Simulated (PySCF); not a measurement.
B (boron, neutral) across methods

[He] 2s1 2p1 3d1, one real determinant (an excited configuration). Computed with PySCF 2.14 in aug-cc-pVTZ (5s4p3d2f, 46 functions), with no relativity, point nucleus.

```
 method  E (hartree)  mean ε 2s α (eV)  mean ε 2p α (eV)  mean ε 3d α (eV)  Σ⟨r²⟩ (bohr²)   ⟨S²⟩
    UHF    -24.13129           -21.091           -15.014            -0.285          36.48  3.750
    LDA     -23.9249           -14.877            -9.114             0.728          36.06  3.750
 r2SCAN     -24.2138           -15.400            -9.684             0.703          36.39  3.750
  wB97X     -24.2131           -19.004           -13.135            -0.611          36.38  3.750
  M06-L     -24.2281           -15.231            -9.572             0.616          36.27  3.750
  B97-3     -24.2213           -16.589           -10.764             0.250          36.39  3.750
wB97X-V     -24.2043           -19.070           -13.165            -0.558          36.22  3.750
    PBE     -24.1874           -14.954            -9.268             0.571          36.32  3.750
   PBE0     -24.1912           -16.579           -10.770             0.297          36.32  3.750
```

⟨L²⟩ = 8.02 against 12 for a pure F term, so this real determinant mixes terms. The outer electron is Rydberg-like, and this basis confines it to a smaller radius and binds it less than a complete one would.

The highest occupied level is positive at LDA, r2SCAN, M06-L, B97-3, PBE, PBE0: only the finite basis holds that electron, which in a density functional comes from self-interaction.
